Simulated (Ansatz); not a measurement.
The cluster Sn₈⁺. Charge 1, multiplicity 2. Geometry PBE-D4/def2-SVP, that of the neutral singlet; atoms count from 1.

```tsv
atom	x (Å)	y (Å)	z (Å)
Sn1	-1.661	-1.997	0.278
Sn2	1.558	-0.088	-0.160
Sn3	0.896	2.412	1.338
Sn4	0.586	2.284	-1.687
Sn5	-1.696	1.185	0.144
Sn6	1.075	-2.888	-0.035
Sn7	-0.121	-0.366	2.437
Sn8	-0.638	-0.542	-2.315
```

In the def2 sets Sn takes a core potential; there is no spin–orbit coupling. The structure comes from a short search, and lower isomers may exist.

**Question.** Estimate the Mulliken populations from the PBE0/def2-SVP orbitals of Ansatz.

**Answer.** 
| atom | charge (e) | spin (α − β) |
| --- | --- | --- |
| Sn1 | 0.10 | 0.30 |
| Sn2 | -0.18 | -0.06 |
| Sn3 | 0.22 | 0.13 |
| Sn4 | 0.22 | 0.14 |
| Sn5 | -0.01 | 0.22 |
| Sn6 | 0.33 | 0.37 |
| Sn7 | 0.16 | -0.04 |
| Sn8 | 0.16 | -0.04 |
Mulliken values and Mayer orders depend strongly on the basis.

**Question.** Where does the spin sit?

**Answer.** Summed by element: Sn 1.00, of 1 unpaired in all. Largest on single atoms: Sn6 0.37, Sn1 0.30, Sn5 0.22.

**Question.** And the Mayer bond orders between bonded heavy atoms (over 0.3)?

**Answer.** Sn1–Sn5 0.51 (3.18 Å); Sn1–Sn6 0.72 (2.89 Å); Sn1–Sn7 0.50 (3.11 Å); Sn1–Sn8 0.48 (3.14 Å); Sn2–Sn3 0.49 (2.99 Å); Sn2–Sn4 0.50 (2.98 Å); Sn2–Sn6 0.72 (2.84 Å); Sn2–Sn7 0.47 (3.11 Å); Sn2–Sn8 0.47 (3.11 Å); Sn3–Sn4 0.58 (3.04 Å); Sn3–Sn5 0.47 (3.11 Å); Sn3–Sn7 0.50 (3.16 Å); Sn4–Sn5 0.45 (3.12 Å); Sn4–Sn8 0.51 (3.14 Å); Sn5–Sn7 0.48 (3.18 Å); Sn5–Sn8 0.48 (3.19 Å). Values over 0.3 also appear between atoms too far apart for a bond (Sn2–Sn5 0.34 at 3.51 Å); they arise where an orbital or an unpaired electron spreads over both atoms.
